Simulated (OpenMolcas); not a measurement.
Ni+: the spin-orbit constant, worked from levels

| Property | Result |
| --- | --- |
| Program | OpenMolcas 26.06 |
| Basis | ANO-R2 [6s5p4d2f1g] |
| Scalar Hamiltonian | X2C, finite nucleus |
| Active space | 9 electrons in 6 orbitals (3d 4s) |
| State averaging | 2S+1 = 2 even, 29 roots; 2S+1 = 4 even, 10 roots kept (CI in the orbitals of an earlier block) |
| Spin-orbit coupling | RASSI with atomic mean-field integrals over the reference wave functions, term energies averaged over their components |

Methods: CASSCF; MS-CASPT2, IPEA 0.25 Eh, imaginary shift 0.1 Eh (closed shells correlated: 3s 3p). Measured levels: NIST Handbook of Basic Atomic Spectroscopic Data.

**The spin-orbit constant.** For the Hund term ²D of d9, E(J) = (A/2) J(J+1) + constant and ζ = -2S·A = -A. From J = 3/2 to J = 5/2 the energy changes by 2.5 A.

| Source | E(5/2) - E(3/2) | A | ζ |
| --- | --- | --- | --- |
| CASSCF | -1618.5 | -647.4 | 647 |
| MS-CASPT2 | -1612.6 | -645.0 | 645 |
| measured | -1506.9 | -602.8 | 603 |

All in cm-1. MS-CASPT2 is off by +7.0 % and CASSCF by +7.4 %. Both methods take the spin-orbit matrix elements from the reference wave functions, so the second can move ζ only through the term energies and any multistate remixing.

Term energies are means over components that CASPT2 splits; among the terms shown or strongly mixed into the levels shown the widest spread is 420 cm-1 (3d⁹ ²D, MS-CASPT2). Without dynamic correlation excited terms often stand tens of per cent too high (terms of higher spin than the ground term too low), and those without a measured partner can miss by more than the paired ones (holds for CASSCF). The lowest computed level is not the ground level that NIST lists (2D5/2) (holds for CASSCF). Measured partners are found by configuration, term and J. A level has none where our copy of the source lacks it or the pairing is in doubt (some pairs that miss far off the trend of their configuration count as doubtful), and it then counts in no deviation. Only configurations of the active space appear.
